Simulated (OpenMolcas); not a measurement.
## S+: from CASSCF to CASPT2

* Program: OpenMolcas 26.06
* Basis: ANO-RCC-VQZP [6s5p3d2f1g]
* Scalar Hamiltonian: DKH2, point nucleus
* Active space: 5 electrons in 4 orbitals (3s 3p)
* State averaging: 2S+1 = 4 odd, 1 root; 2S+1 = 2 odd, 8 roots; 2S+1 = 4 even, 3 roots; 2S+1 = 2 even, 9 roots
* Spin-orbit coupling: state interaction with AMFI integrals over the reference wave functions, term energies averaged over their components

Methods on the same reference wave functions:
A. CASSCF
B. SS-CASPT2, IPEA 0.25 Eh, imaginary shift 0.1 Eh (closed shells correlated: 2s 2p)

Energies in cm⁻¹ above 3s² 3p³ ⁴S°_3/2, the measured ground level; measured values from NIST Handbook of Basic Atomic Spectroscopic Data.

```tsv
Level	A	B	Measured
3s² 3p³ ⁴S°_3/2	0.0	0.0	0.0
3s² 3p³ ²D°_3/2	19208	15140	14853
3s² 3p³ ²D°_5/2	19240	15170	14885
3s² 3p³ ²P°_1/2	26241	24490	24525
3s² 3p³ ²P°_3/2	26264	24500	24572
3s 3p⁴ ⁴P_5/2	86515	82910	79395
3s 3p⁴ ⁴P_3/2	86880	83280	79757
3s 3p⁴ ⁴P_1/2	87094	83490	79963
3s 3p⁴ ²D_3/2	124353	108950	97891
3s 3p⁴ ²D_5/2	124357	108960	97919
3s 3p⁴ ²S_1/2	143228	133280	119784
3s 3p⁴ ²P_3/2	160607	144540	
3s 3p⁴ ²P_1/2	161042	144980
```

Deviations, from unrounded energies. A percentage is the sum of absolute deviations over the sum of measured energies, with the sign that they share, or ± where signs differ.

```json
{"Against measurement": "mean absolute deviation (cm-1)", "Levels": "10", "A": "11000", "B": "4700"}
{"Against measurement": "other terms of the ground configuration (%)", "Levels": "4", "A": "+15.4", "B": "±0.9"}
{"Against measurement": "other configurations (%)", "Levels": "6", "A": "+17.6", "B": "+8.3"}
```

B lies closest to measurement on these levels. The largest miss of B in the table is 3s 3p⁴ ²S_1/2, by +13000 cm-1. The ranking rests on the paired levels alone, and a cruder setting can come out closer through cancelling errors.

From A to B the spin-free energies of the other terms of 3s² 3p³ shown, above ⁴S°, scale by factors of 0.79 to 0.93.

The lowest spin-free term lies below A's lowest term by 0.141 hartree in B.

Term energies are means over components that CASPT2 splits; among the terms shown or strongly mixed into the levels shown the widest spread is 1200 cm-1 (3s 3p⁴ ²D, B). Over all roots computed the reference weight is 0.87 to 0.96 in B; the roots of lowest weight are the least certain, and an intruder state may touch them. Terms of s pⁿ other than that of highest spin mix with s² pⁿ⁻² d, which this space lacks; all of them can be thousands of cm-1 off, and some have no real level of that name. Without dynamic correlation excited terms often stand tens of per cent too high (terms of higher spin than the ground term too low), and those without a measured partner can miss by more than the paired ones (holds for A). Measured partners are found by configuration, term and J. A level has none where our copy of the source lacks it or the pairing is in doubt (some pairs that miss far off the trend of their configuration count as doubtful), and it then counts in no deviation. Only configurations of the active space appear.

° marks odd parity.
